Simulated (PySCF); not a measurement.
PySCF job for AlClH4O2SSi, SMILES [OH][Al]([OH])[S][SiH2]Cl, KT2/pcSseg-1. Geometry: PBE0-D3(BJ)/def2-SVP. The structure was generated by enumeration; whether it is a known compound was not checked. Other conformers were not sampled.

```python
import numpy as np
from pyscf import gto, scf, dft
from pyscf.prop.nmr import rks as nmr

mol = gto.M(
    atom='''
    Si    1.82199603   -0.35337535    0.29444179
    Cl    0.82690901    0.14278425   -1.55458740
    S     0.31763777   -0.11695848    1.72131372
    Al   -1.14138709    0.12919227    0.01998747
    O    -1.89810540    1.63334707   -0.21643011
    O    -1.94315596   -1.29994584   -0.42732614
    H     2.32270344   -1.73439606    0.07615376
    H     2.95038911    0.60970339    0.38195908
    H    -1.61285420    2.46727225    0.15750441
    H    -2.73971686   -1.29803093   -0.96062319
    ''',
    basis='pcSseg-1',
    charge=0,
    spin=0,
    max_memory=1600,
    verbose=3,
)
mf = dft.RKS(mol, xc='kt2')
mf.grids.level = 3
mf.conv_tol = 1e-10
mf.max_cycle = 100
mf.kernel()
n = nmr.NMR(mf)
n.verbose = 2
n.max_cycle_cphf = 60
sigma = n.kernel()
print('atom   isotropic/ppm   span/ppm')
for i, s in enumerate(sigma):
    w = np.linalg.eigvalsh((s + s.T) / 2)
    print(f'{mol.atom_symbol(i):2s}{i + 1:3d} {w.mean():14.3f} {w[2] - w[0]:11.3f}')
```

Log of the run:

```
converged SCF energy = -1556.79094757793
atom   isotropic/ppm   span/ppm
Si  1        351.175      84.728
Cl  2        798.136     388.998
S   3        713.760     317.050
Al  4        477.215     159.115
O   5        268.409     110.405
O   6        292.167      83.594
H   7         25.150      10.376
H   8         25.249      10.572
H   9         29.189      19.194
H  10         29.760      22.426
```

The run converged.
